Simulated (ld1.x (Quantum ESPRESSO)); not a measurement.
Before and after: PAW potential for neon (Ne)

neon (Ne), PAW, made with ld1.x (Quantum ESPRESSO) 7.5 (PBE, scalar-relativistic). Core [He], reference 2s2 2p5 (charge +1). Waves: 2s (bound): rcut 0.50, rcutus 0.60 bohr; 2s channel at -3.75 Ry: rcut 0.50, rcutus 0.60 bohr; 2p (bound): rcut 1.45, rcutus 1.65 bohr; 2p channel at -2.05 Ry: rcut 1.45, rcutus 1.65 bohr; 3d channel at 0.5 Ry: rcut 1.30, rcutus 1.75 bohr; 3d channel at 2.3 Ry: rcut 1.30, rcutus 1.75 bohr. Local part: all-electron potential smoothed inside 1.00 bohr (lloc = -1). Core correction: Bessel-smoothed model core inside 0.50 bohr. Augmentation charge: BESSEL, radius 0.55 bohr.

Change: augmentation PSQ, inside the norm-conserving radii.

Cutoffs: the cutoffs (Ry, on a coarse ladder) from which the occupation-weighted sum of valence levels, in a spherical-Bessel basis at the reference potential, stays within 10 and 1 mRy of its value at 400 Ry; they do not see the model core or the augmentation charge, which bear on the density cutoff. Errors are all-electron minus pseudo energies relative to the spin-unpolarised reference configuration.

How do hardness, ghosts and transferability respond?

The potential gets neither clearly harder nor softer (90 Ry and 160 Ry → 90 Ry and 160 Ry); of the 6 tests that both files solve, the error grows in 5 and shrinks in 1 by more than 15 % and 0.3 meV (median size 19.6 → 27.6 meV); neither file shows a bound ghost.

```csv
quantity,base,changed
"cutoff, loose",90 Ry,90 Ry
"cutoff, tight",160 Ry,160 Ry
bound ghosts,none,none
"error for 2s2 2p6, meV [ΔE -22.48 eV]",+4.0,-13
"error for 2s2 2p4, meV [ΔE 43.27 eV]",-10,-43
"error for 2s2 2p3, meV [ΔE 110.70 eV]",-40,-204
"error for 2s2 2p2, meV [ΔE 205.33 eV]",-46,-452
"error for 2s1 2p6, meV [ΔE 23.41 eV]",+29,-1.5
"error for 2s2 2p5.5, meV [ΔE -13.61 eV]",+1.3,-4.0
s: phases at 1.90 bohr within 0.05 rad from the reference energy up to (Ry; the scan ends near 5),to the end of the scan,to the end of the scan
p: phases at 1.90 bohr within 0.05 rad from the reference energy up to (Ry; the scan ends near 5),to the end of the scan,to the end of the scan
d: phases at 1.90 bohr within 0.05 rad from the reference energy up to (Ry; the scan ends near 5),to the end of the scan,to the end of the scan
lowest overlap eigenvalue by channel,"s 0.67, p 1.00, d 0.93","s 0.67, p 1.00, d 0.93"
```
